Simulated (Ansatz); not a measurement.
Basis sets compared for cyclo-(Cl2GeSe)3 (Ge3Se3Cl6). Total charge 0; singlet. Geometry PBE-D4/def2-SVP. Ansatz on 2 threads of AMD EPYC 7R13 on a shared host and a share (18 GiB) of an NVIDIA H100 80GB HBM3; times are rough, and most runs start from earlier orbitals.

```xyz
12

Ge   -0.834    1.896    0.229
Cl   -2.180    3.592    0.161
Cl    0.985    2.486    1.242
Se   -0.435    1.410   -2.059
Ge    0.952   -0.496   -1.786
Cl    1.350   -1.131   -3.818
Cl    2.826    0.018   -0.832
Se   -0.036   -2.408   -0.787
Ge   -0.476   -1.503    1.362
Cl   -1.470   -3.122    2.403
Cl    1.356   -1.019    2.408
Se   -2.039    0.278    1.478
```

Single mean-field runs in def2-TZVP are fitted with def2-universal-jkfit.

Binding counts from free atoms (Ge triplet, Cl doublet, Se triplet) in the same basis, without a counterpoise term.

```csv
level,functions,energy (Eh),HOMO (eV),LUMO (eV),binding per atom (eV),wall time
PBE-D4/def2-SVP,300,-16191.7048,-6.70,-3.54,3.20,10 s
PBE0-D4/def2-SVP,300,-16192.3129,-7.97,-2.82,3.09,9.5 s
```

(1) Estimate the rows for PBE-D4/def2-TZVP, PBE0-D4/def2-TZVP (with forces).

## Answers

(1) 
| level | functions | energy (Eh) | HOMO (eV) | LUMO (eV) | binding per atom (eV) | wall time |
| --- | --- | --- | --- | --- | --- | --- |
| PBE-D4/def2-TZVP | 510 | -16194.3368 | -6.82 | -3.70 | 3.19 | 12 s |
| PBE0-D4/def2-TZVP (with forces) | 510 | -16194.9361 | -8.02 | -2.89 | 3.11 | 17 s |
